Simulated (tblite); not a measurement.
C4H16GeSi2.
Numbering: `[CH3:1][CH2:2][CH2:3][SiH2:4][Si@H:5]([CH3:6])[GeH3:7]` (hydrogens: H8, H9, H10 on C1; H11, H12 on C2; H13, H14 on C3; H15, H16 on Si4; H17 on Si5; H18, H19, H20 on C6; H21, H22, H23 on Ge7)

Computed with GFN2-xTB (tblite), gas phase: L-BFGS steps from a force-field or distance-geometry start until the largest atomic force falls under 0.01 eV/Å.

Step 72: E = -600.9283 eV
```
atom  x, y, z in Å  |  force x, y, z in eV/Å
C1      3.1433    1.4232   -0.0337    0.000   0.001   0.001
C2      2.1445    0.2723    0.0102   -0.004   0.004  -0.008
C3      1.3010    0.2008   -1.2585   -0.005   0.005  -0.007
Si4     0.0360   -1.2223   -1.2166    0.011   0.006   0.008
Si5    -1.3730   -0.8511    0.5996    0.012   0.013   0.013
C6     -2.9260   -1.9488    0.5279   -0.004   0.005   0.005
Ge7    -2.1117    1.3880    0.7276    0.013  -0.041  -0.016
H8      3.7351    1.4546    0.8787   -0.001   0.009  -0.004
H9      3.8199    1.3105   -0.8787   -0.002  -0.006   0.003
H10     2.6213    2.3725   -0.1394    0.004  -0.003   0.008
H11     1.4893    0.4025    0.8775   -0.001  -0.006  -0.014
H12     2.6830   -0.6697    0.1423   -0.003   0.017  -0.002
H13     1.9639    0.1009   -2.1200   -0.002  -0.003   0.007
H14     0.7741    1.1511   -1.3833    0.002  -0.003  -0.004
H15     0.7779   -2.4903   -1.1359   -0.002   0.000   0.001
H16    -0.6569   -1.2445   -2.5154    0.001   0.006   0.008
H17    -0.7189   -1.1469    1.8924   -0.019   0.004  -0.010
H18    -3.4958   -1.7589   -0.3779    0.004  -0.009  -0.006
H19    -3.5807   -1.7534    1.3729   -0.010  -0.014   0.007
H20    -2.6693   -3.0037    0.5432   -0.011   0.006  -0.005
H21    -1.0488    2.4296    0.9331    0.020  -0.001   0.004
H22    -2.8171    1.8976   -0.4997    0.008  -0.002  -0.001
H23    -3.0956    1.7128    1.8159   -0.011   0.014   0.012
```

Step 73: E = -600.9284 eV
```
atom  x, y, z in Å  |  force x, y, z in eV/Å
C1      3.1391    1.4262   -0.0346    0.000   0.003   0.002
C2      2.1427    0.2732    0.0091    0.001   0.005  -0.002
C3      1.3011    0.1980   -1.2604   -0.002   0.007  -0.007
Si4     0.0374   -1.2257   -1.2160    0.012  -0.002   0.004
Si5    -1.3715   -0.8527    0.5988    0.010   0.023   0.026
C6     -2.9274   -1.9454    0.5267   -0.007  -0.003   0.000
Ge7    -2.1063    1.3878    0.7311    0.011  -0.047  -0.017
H8      3.7293    1.4609    0.8789   -0.002   0.003  -0.005
H9      3.8176    1.3137   -0.8782   -0.006  -0.004   0.005
H10     2.6152    2.3743   -0.1418    0.005  -0.005   0.003
H11     1.4858    0.4027    0.8753    0.000  -0.005  -0.011
H12     2.6829   -0.6676    0.1427   -0.001   0.016   0.000
H13     1.9654    0.0948   -2.1202   -0.002   0.003   0.001
H14     0.7740    1.1477   -1.3884    0.002  -0.001  -0.009
H15     0.7820   -2.4919   -1.1323   -0.005   0.000   0.001
H16    -0.6549   -1.2513   -2.5149    0.000   0.005   0.006
H17    -0.7188   -1.1516    1.8914   -0.015   0.003  -0.006
H18    -3.4941   -1.7535   -0.3805   -0.007  -0.007  -0.007
H19    -3.5834   -1.7503    1.3708   -0.007  -0.006   0.004
H20    -2.6739   -3.0009    0.5410   -0.006  -0.003  -0.004
H21    -1.0445    2.4290    0.9423    0.022   0.000   0.006
H22    -2.8087    1.9016   -0.4959    0.007  -0.002  -0.004
H23    -3.0939    1.7080    1.8173   -0.009   0.016   0.014
```

**Question.** Estimate the geometry and energy of step 74. (The exact step hangs on the optimiser's Hessian estimate; all steps are aligned on step 73, rigid shifts and turns removed.)

**Answer.** E = -600.9286 eV, largest force 0.034 eV/Å
```
atom  x, y, z in Å  |  force x, y, z in eV/Å
C1      3.1353    1.4288   -0.0353    0.000   0.004   0.003
C2      2.1408    0.2741    0.0079    0.004   0.006   0.003
C3      1.3009    0.1958   -1.2621    0.002   0.006  -0.005
Si4     0.0387   -1.2285   -1.2151    0.009  -0.008   0.001
Si5    -1.3699   -0.8538    0.5991    0.004   0.019   0.026
C6     -2.9284   -1.9426    0.5256   -0.008  -0.008  -0.005
Ge7    -2.1010    1.3870    0.7340    0.005  -0.032  -0.009
H8      3.7241    1.4662    0.8789   -0.001  -0.003  -0.004
H9      3.8154    1.3162   -0.8778   -0.007  -0.001   0.005
H10     2.6100    2.3759   -0.1438    0.003  -0.003  -0.003
H11     1.4826    0.4028    0.8731   -0.002  -0.001  -0.005
H12     2.6823   -0.6656    0.1430    0.003   0.011   0.002
H13     1.9665    0.0893   -2.1204    0.000   0.010  -0.006
H14     0.7739    1.1449   -1.3930    0.002   0.002  -0.013
H15     0.7859   -2.4931   -1.1293   -0.008  -0.002   0.001
H16    -0.6538   -1.2569   -2.5138    0.000   0.004   0.006
H17    -0.7192   -1.1559    1.8912   -0.008   0.002   0.004
H18    -3.4918   -1.7486   -0.3831   -0.016  -0.005  -0.005
H19    -3.5860   -1.7483    1.3687   -0.003   0.001  -0.001
H20    -2.6777   -2.9986    0.5386   -0.001  -0.009  -0.003
H21    -1.0402    2.4288    0.9501    0.019  -0.006   0.007
H22    -2.8008    1.9045   -0.4929    0.006  -0.003  -0.008
H23    -3.0925    1.7045    1.8184   -0.002   0.015   0.009
```

The energy changes by -0.0001 eV. The first-order estimate −F·Δx gives -0.0002 eV and the mean of the old and new forces, exact on a quadratic surface, -0.0002 eV. The step makes an angle of 84° with the force vector and moves no atom by more than 0.009 Å.

The cost below is that of the whole relaxation. The run took 2.8 s wall on one thread, Arm Neoverse N1 (aarch64), shared host with 64 logical CPUs at a one-minute load of 24.
